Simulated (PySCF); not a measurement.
**How methods differ on the ionisation energy of Cr⁺**

Cr⁺ [Ar] 3d5 (6S) → Cr²⁺ [Ar] 3d4 (5D), as a difference of total energies. Calculation: PySCF 2.14, in x2c-TZVPall (6s5p4d1f, 48 functions); the spin-free X2C one-electron Hamiltonian (Gaussian nucleus). Correlated levels: valence: [Ar] frozen. The calculations carry no spin-orbit coupling.

| method | ionisation energy (eV) | difference from reference (eV) |
| --- | --- | --- |
| UHF | 15.034 | -1.452 |
| B3LYP | 16.837 | +0.351 |
| M06-L | 16.237 | -0.249 |
| MP2 (valence) | 15.881 | -0.605 |
| SCS-MP2 (valence) | 15.316 | -1.170 |

Reference: 16.486 eV (measured; NIST Atomic Spectra Database, ionization energies).

The reference lies between the lowest fine-structure levels, while these numbers refer to the centres of the terms.

Errors of the correlated levels include the incompleteness of this basis and the frozen core.
